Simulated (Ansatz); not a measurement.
Reaction (redistribution): `[NH2][AlH][SiH](F)[SiH3]` + `[SiH3]O[SiH2]S` → `F[SiH]([SiH3])O[SiH3]` + `[NH2][AlH][SiH2]S`

Calculated with Ansatz (gas phase, PBE0-D4/def2-TZVP geometries, no zero-point term in ΔE). CBS: MP2 limit from def2 TZ/QZ plus the TZ coupled-cluster correction, frozen cores. DFT in def2-TZVPP. B3LYP here is the variant with VWN-RPA as its local correlation; programs differ in this. Each species was taken in one conformer, which may not be the lowest.

| level | ΔE (kcal/mol) | difference from CCSD(T)/CBS |
| --- | --- | --- |
| r2SCAN-D4 | -2.7 | 0.2 |
| PBE0-D4 | -2.8 | 0.1 |
| B3LYP-D4 | -2.6 | 0.3 |
| ωB97M-V | -2.6 | 0.3 |
| B2PLYP | -2.8 | 0.1 |
| PBE | -2.5 | 0.4 |
| PBE0 | -2.8 | 0.1 |
| B3LYP | -2.7 | 0.2 |
| HF/def2-TZVPP | -3.3 | -0.4 |
| MP2/def2-TZVPP | -2.9 | 0.0 |
| SCS-MP2/def2-TZVPP | -2.9 | 0.0 |
| CCSD(T)/def2-TZVPP | -3.1 | -0.2 |
| HF/def2-QZVPP | -3.3 | -0.4 |
| HF/CBS(def2) | -3.4 | -0.5 |
| MP2/CBS(def2) | -2.7 | 0.2 |
| CCSD/CBS(def2) | -3.0 | -0.1 |
| CCSD(T)/CBS | -2.9 | 0 |

Largest T1 diagnostic among the species: 0.013.
